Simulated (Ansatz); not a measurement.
AlH5N2O, SMILES `[NH2][Al]([NH2])[OH]`. Charge 0, multiplicity 1. All single points use the PBE0-D4/def2-TZVP geometry. It is one conformer, not always the lowest.

```xyz
9

N    -0.568    1.616   -0.039
Al   -0.065   -0.047    0.256
N     0.689   -1.018   -1.016
O    -0.343   -0.660    1.814
H    -0.472    2.116   -0.906
H    -0.998    2.200    0.658
H     0.875   -0.696   -1.951
H     0.996   -1.970   -0.913
H    -0.114   -1.542    2.097
```

(1) What is the dipole moment at r2SCAN/def2-TZVPP? (Best estimate.)

(2) And with PBE, B3LYP, ωB97M-V? (An estimate is asked.)

(3) Give the Mulliken charges with r2SCAN, B3LYP, ωB97M-V in def2-TZVPP. (Estimate.)

Results:

(1) Ansatz gave: 1.50 D, with components (0.62, -0.66, -1.19) D in this frame, pointing from negative to positive charge.

(2) Computed: PBE 1.46 D, B3LYP 1.52 D, ωB97M-V 1.52 D.

(3) The calculation gave: 
```json
{"atom": "N1", "r2SCAN": "-0.49", "B3LYP": "-0.44", "ωB97M-V": "-0.39"}
{"atom": "Al2", "r2SCAN": "0.67", "B3LYP": "0.63", "ωB97M-V": "0.63"}
{"atom": "N3", "r2SCAN": "-0.48", "B3LYP": "-0.43", "ωB97M-V": "-0.38"}
{"atom": "O4", "r2SCAN": "-0.45", "B3LYP": "-0.43", "ωB97M-V": "-0.41"}
{"atom": "H5", "r2SCAN": "0.14", "B3LYP": "0.12", "ωB97M-V": "0.09"}
{"atom": "H6", "r2SCAN": "0.15", "B3LYP": "0.13", "ωB97M-V": "0.11"}
{"atom": "H7", "r2SCAN": "0.14", "B3LYP": "0.12", "ωB97M-V": "0.10"}
{"atom": "H8", "r2SCAN": "0.14", "B3LYP": "0.12", "ωB97M-V": "0.10"}
{"atom": "H9", "r2SCAN": "0.18", "B3LYP": "0.16", "ωB97M-V": "0.15"}
```

B3LYP here is the variant with VWN-RPA as its local correlation; programs differ in this.
